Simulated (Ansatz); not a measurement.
`[CH3][SnH]([F])[SH]` + H₂ → `[F][SnH2][SH]` + CH₄ at 600 K and 1 bar (hydrogenolysis of the Sn–C bond).

Calculated with Ansatz (gas phase, PBE0-D4/def2-TZVP geometries, no zero-point term in ΔE). CBS: MP2 limit from def2 TZ/QZ plus the TZ coupled-cluster correction, frozen cores. This one scheme is used for every species. def2 core potentials past Kr. For Sn outer-core shells are correlated without core-valence functions, which leaves a few kJ/mol of doubt a bond. One conformer a species, not always the lowest.

| species | CCSD(T)/CBS energy (Eh) | H − E (kJ/mol) | S (J/(mol·K)) |
| --- | --- | --- | --- |
| `[CH3][SnH]([F])[SH]` | -752.71910 | 203.5 | 458.1 |
| H₂ | -1.17544 | 43.9 | 150.8 |
| `[F][SnH2][SH]` | -713.44162 | 110.8 | 387.6 |
| CH₄ | -40.46206 | 140.4 | 215.7 |

H − E and S are ideal-gas, rigid-rotor, harmonic terms from PBE0-D4/def2-TZVP, for one conformer and one mirror image of each species. The MP2-based limit puts H₂ 0.8 mEh under its directly extrapolated value; such offsets cancel only in part. 1 Eh = 2625.50 kJ/mol, R = 8.31446 J/(mol·K).

Task: By hand: ΔE, ΔH, ΔS and ΔG.

Result: ΔE = (-713.44162) + (-40.46206) − (-752.71910) − (-1.17544) = -0.00914 Eh = -24.0 kJ/mol. Δ(H − E) = 110.8 + 140.4 − 203.5 − 43.9 = 3.8, so ΔH = -20.2 kJ/mol. ΔS = 387.6 + 215.7 − 458.1 − 150.8 = -5.6 J/(mol·K). ΔG = -20.2 − 600 × (-5.6)/1000 = -16.8 kJ/mol.

Task: By hand: the equilibrium constant, and the temperature at which ΔG would vanish if ΔH and ΔS stayed fixed.

Result: log₁₀ K = −ΔG/(RT ln 10) = 1.5. ΔG = 0 at ΔH/ΔS = 3607 K, far beyond where these terms or the molecules hold.

The number of gas molecules stays the same, so ΔS is small and ΔH decides. A doubt of 5 kJ/mol in ΔE shifts log₁₀ K by 0.4 here. Other conformers and mirror images would add mixing entropy, several J/(mol·K) or more a flexible species. These are equilibria of isolated gas molecules and say nothing of rates. Largest T1 diagnostic: 0.013 (customary marks: 0.02 for closed shells, 0.045 for open ones).
